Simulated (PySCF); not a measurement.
C3H5ClSi. Atoms are numbered in the order given.

```xyz
10

C      3.1390    -0.0562    -0.6324
C      2.0510     0.1312     0.0676
C      0.9363     0.3250     0.7300
Si    -0.6484     0.6732    -0.1774
Cl    -2.0115    -0.8533     0.1675
H      3.7895     0.7821    -0.9007
H      3.4302    -1.0588    -0.9611
H      0.9474     0.2788     1.8274
H     -0.3729     0.7502    -1.6366
H     -1.2797     1.9292     0.3161
```
Charge 0, spin multiplicity 1.

Geometry optimised at PBE0-D3(BJ)/def2-SVP. This is a generated structure with no PubChem entry under its InChIKey; it may be hypothetical. One conformer was computed; it need not be the lowest.

Computed with PySCF with PBE0/pcSseg-1.

GIAO shieldings, no solvent; atoms listed in one row are averaged. δ = σ(ref) − σ: ¹³C against TMS (σ = 186.3 ppm); ²⁹Si against TMS (σ = 352.7 ppm); ³⁵Cl against HCl (σ = 945.9 ppm); ¹H against TMS (σ = 31.56 ppm), references at their B3LYP-D3(BJ)/def2-TZVP geometries, non-relativistic (without spin–orbit terms, shifts of atoms bonded to Cl or Br come out too high).

```csv
nucleus,atoms,count,δ (ppm)
¹³C,C2,1,231.3
¹³C,C3,1,83.7
¹³C,C1,1,75.7
²⁹Si,Si4,1,-8.8
³⁵Cl,Cl5,1,-22.8
¹H,H10,1,5.67
¹H,H8,1,5.57
¹H,H9,1,5.39
¹H,H7,1,5.18
¹H,H6,1,5.09
```
